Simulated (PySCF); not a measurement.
## Broadened absorption spectrum of C3H10OSi2

C3H10OSi2.
SMILES: `O[Si@H]1CCC[SiH2]1`

Level of theory: TDDFT CAM-B3LYP/def2-SVPD, vertical, gas phase, core orbitals frozen in the response (PySCF). The structure is a single GFN2-xTB conformer in the gas phase; no vibrational or solvent corrections.

Computed states:

| state | E (eV) | f |
| --- | --- | --- |
| S1 | 5.95 | 0.011 |
| S2 | 6.73 | 0.0072 |
| S3 | 6.83 | 0.071 |
| S4 | 7.29 | 0.0045 |
| S5 | 7.55 | 0.019 |
| S6 | 7.63 | 0.071 |
| S7 | 7.72 | 0.025 |
| S8 | 7.79 | 0.069 |

Each state is given a Gaussian of 0.4 eV full width at half maximum, with ε(max) = 2.175×10⁸ f / Δν̃ (Δν̃ the width in cm⁻¹). The width is an assumption, not a result. The curve ends short of the highest state used, and states not computed would add to its high-energy end.

Question: Give the broadened spectrum and its maxima.

Answer: 
| λ (nm) | ε (L mol⁻¹ cm⁻¹) |
| --- | --- |
| 172.4 | 1105 |
| 174.1 | 1429 |
| 175.8 | 2248 |
| 177.5 | 3370 |
| 179.2 | 4450 |
| 180.9 | 5105 |
| 182.5 | 5117 |
| 184.2 | 4510 |
| 185.9 | 3506 |
| 187.6 | 2423 |
| 189.3 | 1500 |
| 191.0 | 840 |
| 192.7 | 436 |
| 194.4 | 227 |
| 196.1 | 152 |
| 197.8 | 164 |
| 199.5 | 237 |
| 201.2 | 350 |
| 202.9 | 482 |
| 204.6 | 608 |
| 206.3 | 701 |
| 207.9 | 741 |
| 209.6 | 726 |
| 211.3 | 656 |
| 213.0 | 551 |
| 214.7 | 431 |
| 216.4 | 314 |
| 218.1 | 215 |
| 219.8 | 138 |
| 221.5 | 84 |
| 223.2 | 48 |
| 224.9 | 26 |
| 226.6 | 14 |
| 228.3 | 7 |
| 230.0 | 3 |
| 231.7 | 1 |

Maxima: 208 nm (5.95 eV), ε about 740, made up of S1 (100%); 182 nm (6.82 eV), ε about 5200, made up of S3 (92%) (ε in L mol⁻¹ cm⁻¹; maxima over ε = 5, shares over 10%).

Question: Coming from long wavelengths, where does ε first pass 100 L mol⁻¹ cm⁻¹?

Answer: At about 221 nm (5.61 eV), 0.34 eV below S1.

Question: What would ε be at 6.82 eV, the highest of these maxima, with half the width (0.2 eV)?

Answer: About 10000 L mol⁻¹ cm⁻¹ against 5190, a factor of about 1.9; a lone state at its own centre would give exactly 2.

Question: On this curve, what absorbance would a 10⁻³ mol/L sample give at 193 nm over a 1 cm path?

Answer: 193 nm is 6.424 eV, where ε is about 390 L mol⁻¹ cm⁻¹, so A = ε c l ≈ 0.39 (Beer–Lambert, with the gas-phase spectrum and the assumed width).
